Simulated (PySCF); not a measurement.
Working out the ionisation energy of S⁺

S⁺ [Ne] 3s2 3p3 (4S) → S²⁺ [Ne] 3s2 3p2 (3P). All numbers are calculated (PySCF 2.14, the non-relativistic Hamiltonian (point nucleus), in aug-cc-pwCVDZ (6s5p3d, 36 functions)). Frozen: nothing. Energies in hartree (1 hartree = 27.21139 eV):

```
            part   S⁺ (lower)  S²⁺ (upper)
             UHF  -397.160287  -396.325106
CCSD correlation    -0.242747    -0.228469
             (T)    -0.002573    -0.002295
```

Task: What does Hartree-Fock give?

Result: (-396.325106) − (-397.160287) = 0.835181 hartree = 22.726 eV.

Task: What do CCSD and CCSD(T) give?

Result: The CCSD correlation energies differ by 0.014278 hartree = 0.389 eV and the triples by 0.000278 hartree = 0.008 eV, so CCSD gives 23.115 eV and CCSD(T) 23.123 eV.

A first-order spin-orbit estimate adds -0.061 eV to CCSD(T) (all electrons), giving 23.062 eV against 23.338 eV (measured; NIST Atomic Spectra Database, ionization energies).

A double-zeta basis recovers only part of the correlation energy.

What remains against the reference includes basis incompleteness and higher excitations.
